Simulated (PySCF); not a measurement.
Isomers of C7H11FO. The calculation used PBE0-D3(BJ)/def2-SVP geometry optimisation, gas phase in PySCF. One conformer each; no zero-point energy, no entropy. No frequencies were run at this level. Point groups hold within 0.08 Å.

Task: Rank from lowest to highest electronic energy at this level (kcal/mol).
A. `[CH:1]#[C:2][CH2:3][C@@:4]([CH3:5])([CH2:6][F:7])[O:8][CH3:9]` with C2–C3–C4–C5 -59°, C3–C4–C6–F7 48°, C3–C4–O8–C9 -67°
B. `[CH3:1][CH2:2][C@@H:3]1[CH2:4][C:5](=[O:6])[CH2:7][C@H:8]1[F:9]` with C1–C2–C3–C4 -73°, C2–C3–C4–C5 -86°, C3–C4–C5–O6 161°, C4–C5–C7–C8 -6°, C5–C7–C8–F9 -88°

Result: B (0.0), A (66.2).

As drawn, the lower has a C=O bond, which the higher lacks; the higher has a C≡C bond, which the lower lacks.

| SMILES | E (Eh) | E rel (kcal/mol) | dipole (D) | point group | A, B, C (MHz) |
| --- | --- | --- | --- | --- | --- |
| CC[C@@H]1CC(=O)C[C@H]1F | -447.62576 | 0.0 | 2.95 | C1 | 2011, 1374, 987.2 |
| C#CC[C@@](C)(CF)OC | -447.52026 | 66.2 | 0.62 | C1 | 2254, 1217, 1065 |
